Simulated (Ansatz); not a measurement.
`[SiH3][O][In]([Cl])[O][SiH3]`, charge 0, multiplicity 1.

(1) Give a relaxed structure at PBE0-D4/def2-TZVP (the Gaussian-basis code of Ansatz). (Best estimate.)

Results:

(1) Ansatz gave: 
Z-matrix (Å, degrees):
```
Si
O 1 1.637
H 1 1.485 2 108.3
H 1 1.490 2 111.2 3 119.9
H 1 1.489 2 111.0 3 -119.8
In 2 1.956 1 136.2 3 -175.0
O 6 1.950 2 116.8 1 -179.9
Cl 6 2.290 2 122.0 1 0.1
Si 7 1.638 6 134.9 2 0.2
H 9 1.489 7 111.1 6 -60.0
H 9 1.489 7 111.1 6 60.5
H 9 1.485 7 108.1 6 -179.8
```
This is one stationary point; other conformers may exist.
